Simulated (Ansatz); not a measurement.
Reaction (hydrogenolysis of the Si–O bond): `O[SiH2]O[SiH]1C=C1` + H₂ → `C1=C[SiH2]1` + `O[SiH2]O`

Isolated molecules relaxed with PBE0-D4/def2-TZVP in Ansatz; ΔE leaves out vibrations. CCSD(T)/CBS adds triple-zeta CCSD(T) − MP2 to the extrapolated MP2 energy (def2 sets, frozen cores). This one scheme is used for every species. DFT in def2-TZVPP. B3LYP here is the variant with VWN-RPA as its local correlation; programs differ in this. Each species was taken in one conformer, which may not be the lowest.

Problem. Is it downhill or uphill in electronic energy at CCSD(T)/CBS, and by how much? (Estimate.)

Solution. Ansatz gave: Uphill: ΔE = +1.00 eV.

Problem. What do these levels give: r2SCAN-D4, B3LYP-D4, B2PLYP, PBE, SCS-MP2/def2-TZVPP, HF/CBS(def2)? (Best estimate.)

Solution. Ansatz gave: r2SCAN-D4 1.01, B3LYP-D4 1.01, B2PLYP 0.96, PBE 0.81, SCS-MP2/def2-TZVPP 1.01, HF/CBS(def2) 0.99 eV.

Largest T1 diagnostic among the species: 0.013.

From PBE to PBE0 (25 % exact exchange), in def2-TZVPP and without D4, ΔE moves by +0.04 eV. The D4 term adds +0.12 eV with B3LYP and +0.07 eV with PBE0; it sums over pairs of atoms, weighted by their polarisabilities, and B3LYP, whose exchange is more repulsive, gets the larger term.
